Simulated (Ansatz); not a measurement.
`C=[C](C)[AlH][CH3]` + `COB(O)F` → `COB(F)OC` + `C=[C](C)[AlH2]`  (substitution at a C–Al bond)

Calculated with Ansatz (gas phase, PBE0-D4/def2-TZVP geometries, no zero-point term in ΔE). CBS: MP2 limit from def2 TZ/QZ plus the TZ coupled-cluster correction, frozen cores. DFT in def2-TZVPP. One conformer a species, not always the lowest.

```
             level  ΔE (kcal/mol)
           ωB97X-V           21.9
SCS-MP2/def2-TZVPP           22.8
CCSD(T)/def2-TZVPP           23.1
SCS-MP2/def2-QZVPP           23.3
```

Task: What does CCSD(T)/CBS give? (Best estimate.)

Result: The calculation gave: +23.9 kcal/mol. The listed levels differ from it by -2.0, -1.1, -0.8, -0.6 kcal/mol.

Largest T1 diagnostic among the species: 0.012.

In def2-TZVPP, CCSD(T) changes the Hartree–Fock value by +3.8 kcal/mol (the triples alone add +0.3 kcal/mol) and MP2 by +5.6 kcal/mol.
